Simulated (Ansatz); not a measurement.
Consider the formal exchange of groups at the Si–F bond: `F[SiH]1C=N1` + `COC=N` → `CO[SiH]1C=N1` + `N=CF`.

Gas-phase electronic energies from Ansatz, PBE0-D4/def2-TZVP geometries. CCSD(T)/CBS is the MP2 limit (def2-TZVPP, def2-QZVPP) plus CCSD(T) − MP2 in def2-TZVPP, frozen cores. This one scheme is used for every species. Functionals use def2-TZVPP. One conformer a species, not always the lowest.

Is it downhill or uphill in electronic energy at CCSD(T)/CBS, and by how much? (An estimate is asked.)

Ansatz gave: Uphill: ΔE = +19.6 kcal/mol.

What do these levels give: PBE0-D4, ωB97M-V, CCSD/def2-TZVPP, HF/def2-QZVPP, SCS-MP2/def2-QZVPP, CCSD/CBS(def2)? (Best estimate.)

The calculation gave: PBE0-D4 18.8, ωB97M-V 18.7, CCSD/def2-TZVPP 18.9, HF/def2-QZVPP 18.5, SCS-MP2/def2-QZVPP 19.7, CCSD/CBS(def2) 19.5 kcal/mol.

Largest T1 diagnostic among the species: 0.014.
